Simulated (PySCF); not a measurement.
# Induced dipoles and field energies

C₅H₁₁Al.
Structure used (PBE0-D3(BJ)/def2-SVP), in Å, numbered top down from 1:
```
atom  x, y, z in Å
C1     1.9018    0.8039    0.1973
C2     1.6407   -0.3628    0.8849
C3     1.5700   -1.6745    0.2983
Al4    0.1603   -0.5271   -0.7015
C5    -1.6344   -0.2087    0.0407
C6    -2.2179    1.1754   -0.2510
H7     2.4546    0.7948   -0.7477
H8     1.7668    1.7724    0.6827
H9     1.1715   -0.2478    1.8722
H10    2.3014   -1.9169   -0.4829
H11    1.3262   -2.5055    0.9643
H12    0.5731   -0.3659   -2.2262
H13   -2.3096   -0.9891   -0.3578
H14   -1.6061   -0.3891    1.1307
H15   -2.2634    1.3820   -1.3331
H16   -3.2427    1.2934    0.1404
H17   -1.6086    1.9775    0.1976
```

Level: CAM-B3LYP/def2-SVPD (PySCF); nuclei fixed, core orbitals frozen in the response. Permanent dipole (0.380, -0.011, 1.276) D (1 au = 2.5417 D). Static polarisability (au):

```
x   93.99 -1.70  3.31
y   -1.70 93.07 -0.99
z    3.31 -0.99 81.58
```

Only the terms in μ and α are kept: μ(F) = μ + αF and ΔE = −μ·F − ½ F·αF.

(1) Apply 0.002 au along ±x, ±y and ±z in turn. Tabulate induced and total dipoles and both energy terms.

(2) For the field (-0.0002, -0.0008, -0.0010) au, what is the induced dipole, and what angle does it make with the field?

(3) Which field along μ doubles the dipole in that direction (linear response)?

(4) What field makes μF equal to kT at 200 K?

(5) A unit point charge sits 14 Å away. Estimate the induction energy −αe²/2R⁴ with the mean polarisability, treating the molecule as a point.

Results:

(1) 
```tsv
field along	induced x (D)	induced y (D)	induced z (D)	total size (D)	−μ·F (kJ/mol)	−½F·αF (kJ/mol)
+x	0.478	-0.009	0.017	1.552	-0.785	-0.494
−x	-0.478	0.009	-0.017	1.263	+0.785	-0.494
+y	-0.009	0.473	-0.005	1.402	+0.023	-0.489
−y	0.009	-0.473	0.005	1.424	-0.023	-0.489
+z	0.017	-0.005	0.415	1.737	-2.636	-0.428
−z	-0.017	0.005	-0.415	0.935	+2.636	-0.428
```

(2) αF = (-0.053, -0.186, -0.207) D, at 3.7° to the field. The polarisability along this direction, F·αF/F², is 85.77 au, against a mean of 89.55 au.

(3) The polarisability along the dipole is 84.43 au, so F = 0.5238 au / 84.43 au = 0.0062 au = 0.32 V/Å; higher-order terms are ignored.

(4) kT = 0.6334 × 10⁻³ Eh, so F = 0.00121 au = 6.22 MV/cm.

(5) R = 26.46 bohr, so the energy is −89.5/(2 × 26.46⁴) Eh = -0.24 kJ/mol. The charge–dipole term at its most favourable orientation, −μe/R², is -1.96 kJ/mol.

One conformer (not necessarily the lowest) at the PBE0-D3(BJ)/def2-SVP geometry, without solvent, vibrations or thermal averaging.
